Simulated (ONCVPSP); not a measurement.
# Logarithmic derivatives: Re, ONCV

```json
{"Element": "Re", "Generator": "ONCVPSP 4.0.1", "Type": "optimised norm-conserving Vanderbilt (ONCV)", "Functional": "LDA (Perdew-Zunger)", "Relativity": "scalar-relativistic", "Frozen core": "[Kr] 4d10 4f14", "Valence charge": "15", "Reference configuration": "5s2 5p6 5d5 6s1.5 (charge +0.5)", "Partial waves": "5s+6s: rc 1.35 bohr, ncon 3, nbas 7, qcut 7 1/bohr, 2 projectors; 5p: rc 1.45 bohr, ncon 4, nbas 8, qcut 7.4 1/bohr, 3 projectors, debl 1 Ha; 5d: rc 1.65 bohr, ncon 4, nbas 7, qcut 4.9 1/bohr, 3 projectors, debl 2.9 Ha", "Local potential": "polynomial inside 1.05 bohr (lpopt 5, dvloc0 6 Ha)", "Core correction": "polynomial model core, fcfact 0.45"}
```

In the p channel the program set the typed energies aside and used -1.874, 0.250, 1.250 Ha.

The phase is arctan(r·R′/R) of the radial function R(r), unwrapped; energies in Ha, scanned from -5 to 5 Ha. A pole is an energy at which the radial function vanishes at the test radius. The pseudo phase is shifted by a multiple of π to meet the all-electron one at the reference energy, and phase errors are pseudo minus all-electron; the curves can meet again beyond the range given. Levels narrower than the energy grid can be missing from the lists of poles.

```csv
channel,radius (bohr),reference energy (Ha),"poles, all-electron","poles, pseudo",unbroken range about the reference energy with phases within 0.05 rad,phase error 1 Ha above the reference energy (rad)
s,1.37,-0.35,-1.63,-1.63,below 3.8,-0.000
p,1.47,-1.87,-0.12,-0.12,the whole range,+0.000
d,1.68,-0.34,1.53,1.53,the whole range,-0.000
```

Phases in the p channel:

| E (Ha) | all-electron | pseudo |
| --- | --- | --- |
| -4.96 | 1.113 | 1.113 |
| -4.48 | 1.021 | 1.021 |
| -4.00 | 0.868 | 0.868 |
| -3.52 | 0.574 | 0.575 |
| -3.04 | -0.003 | -0.003 |
| -2.56 | -0.697 | -0.697 |
| -2.08 | -1.104 | -1.104 |
| -1.60 | -1.310 | -1.310 |
| -1.12 | -1.429 | -1.429 |
| -0.64 | -1.508 | -1.508 |
| -0.16 | -1.567 | -1.567 |
| 0.32 | -1.615 | -1.615 |
| 0.80 | -1.658 | -1.658 |
| 1.28 | -1.700 | -1.700 |
| 1.76 | -1.744 | -1.744 |
| 2.24 | -1.794 | -1.794 |
| 2.72 | -1.856 | -1.856 |
| 3.20 | -1.939 | -1.939 |
| 3.68 | -2.061 | -2.061 |
| 4.16 | -2.262 | -2.262 |
| 4.64 | -2.624 | -2.624 |
